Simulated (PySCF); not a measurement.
Computed IR spectrum (relative IR intensity) of a molecule C₂H₆N, multiplicity 2. The structure is a stationary point at PBE0-D3(BJ)/def2-TZVP. Other conformers were not sampled. These are PBE0-D3(BJ)/def2-TZVP (PySCF 2.14.0) values and carry that method's errors. Harmonic, unscaled wavenumbers; measured fundamentals usually lie a few per cent lower.

| ν (cm⁻¹) | relative intensity |
|---|---|
| 135 | 2.2 |
| 432 | 3.0 |
| 925 | 3.5 |
| 948 | 10 |
| 1237 | 7.9 |
| 1404 | 35 |
| 1483 | 39 |
| 2960 | 25 |
| 2969 | 50 |
| 3013 | 99 |
| 3121 | 100 |

Identify the compound among the candidates.
A. C[N]C
B. CC[NH]
C. [CH2]CN
D. [CH2]NC

A, C[N]C
